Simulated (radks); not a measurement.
Results of a calculation; reference values are marked as such.
Q: Species: V. Configuration: [Ar] 3d3 4s2 (the NIST ground configuration). Code: a radial shooting solver on a logarithmic mesh with Libxc functionals. Model: scalar-relativistic Kohn-Sham, PBE, spin-polarised, spherical densities, point nucleus; open shells are filled with parallel spins first; hard spherical wall at 12 bohr. Some entries of the table are withheld. Estimate them.

orbital,occ.,eigenvalue (hartree),r(max) (bohr)
1s down,1,-197.1298,0.04349
1s up,1,-197.1294,0.04349
2s up,1,-22.14352,0.2556
2s down,1,-22.10846,0.2555
2p up,3,-18.48376,0.2081
2p down,3,-18.45684,0.2080
3s up,1,-2.61451,0.8197
3s down,1,-2.51145,0.8197
3p up,3,-1.65189,0.8453
3p down,3,-1.55033,0.8455
3d up,3,-0.22028,0.8916
4s up,1,(1),2.712
4s down,1,(2),2.865
3d down,0,-0.13273,0.8999
4p up,0,-0.05656,3.554
4p down,0,-0.04524,3.796
5s up,0,0.02946,7.403
5s down,0,0.03339,7.620
4d up,0,(3),6.847
4d down,0,(4),7.114

A: 
(1) 4s up eigenvalue (hartree): -0.18261
(2) 4s down eigenvalue (hartree): -0.15714
(3) 4d up eigenvalue (hartree): 0.05677
(4) 4d down eigenvalue (hartree): 0.05870
